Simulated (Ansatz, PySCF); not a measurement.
System: sum formula H3SiO3Cl, charge 0, multiplicity 1. 
Structure (B3LYP-D3(BJ)/def2-TZVP (Ansatz, an electronic-structure program) minimum search):
```
Si
O 1 1.6239
H 2 0.9605 1 118.77
O 1 1.6239 2 109.56 3 174.57
H 4 0.9605 1 118.77 2 -65.22
O 1 1.6239 2 109.56 3 -65.22
H 6 0.9605 1 118.77 2 174.57
Cl 1 2.0713 2 109.39 3 54.67
```

Dipole moments at this geometry, in debye (magnitudes).

```
level                    program  dipole (D)
-----------------------  -------  ----------
SVWN5/def2-TZVPD          Ansatz        0.51
PBE/def2-TZVPD            Ansatz        0.44
revPBE/def2-TZVPD         Ansatz        0.42
B97M-V/def2-TZVPD         Ansatz        0.46
PBE0/def2-TZVPD           Ansatz        0.53
BHLYP/def2-TZVPD          Ansatz        0.64
TPSSh/def2-TZVPD           PySCF        0.46
r2SCAN0/def2-TZVPD        Ansatz        0.55
HSE06/def2-TZVPD          Ansatz        0.52
LC-wPBE/def2-TZVPD        Ansatz        0.58
wB97M-V/def2-TZVPD        Ansatz        0.56
wB97X-V/def2-TZVPD        Ansatz        0.56
CCSD(T)/aug-cc-pV(D+d)Z   Ansatz         [?]
```

Some entries are withheld; supply them.


- CCSD(T)/aug-cc-pV(D+d)Z, dipole (D): 0.53
